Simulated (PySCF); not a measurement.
# Al (aluminium, neutral) across methods

[Ne] 3s1 3p2, high-spin 4P determinant (an excited configuration). Calculation: PySCF 2.14, in dyall-av3z; the non-relativistic Hamiltonian (point nucleus).

```csv
method,E (hartree),mean ε 2p β (eV),mean ε 3s α (eV),mean ε 3p α (eV),Σ⟨r²⟩ (bohr²),⟨S²⟩
revPBE,-242.1938,-70.566,-9.104,-3.873,34.60,3.750
r2SCAN0,-242.2174,-76.422,-10.736,-4.865,34.10,3.750
PBE0,-242.1300,-75.283,-10.497,-4.763,34.34,3.750
PBEsol,-241.6208,-70.495,-9.113,-3.831,34.63,3.750
PBE,-242.1050,-70.599,-9.137,-3.876,34.65,3.750
MN15,-242.2125,-76.077,-10.480,-4.682,35.71,3.750
r2SCAN,-242.2223,-72.214,-9.508,-4.061,34.16,3.750
LDA,-241.1876,-70.742,-9.202,-3.865,34.85,3.750
```

Task: Estimate the same row for UHF.

Result: E (hartree) = -241.79282; mean ε 2p β (eV) = -88.275; mean ε 3s α (eV) = -14.177; mean ε 3p α (eV) = -7.127; Σ⟨r²⟩ (bohr²) = 34.52; ⟨S²⟩ = 3.750.
